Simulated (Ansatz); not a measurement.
**Question.** Name a neutral molecule of C, F, In, O, Si and H with HOMO–LUMO gap (PBE0/def2-TZVPP) between 6.60 and 6.90 eV and HOMO energy (PBE/def2-TZVPP) between -7.20 and -6.90 eV (Ansatz, PBE0-D4/def2-TZVP geometry).

**Answer.** `[CH3][In]([F])[O][SiH3]` (6.78 eV, -6.94 eV). Other molecules can fit too; these were computed, each in one conformer that needn't be the lowest.
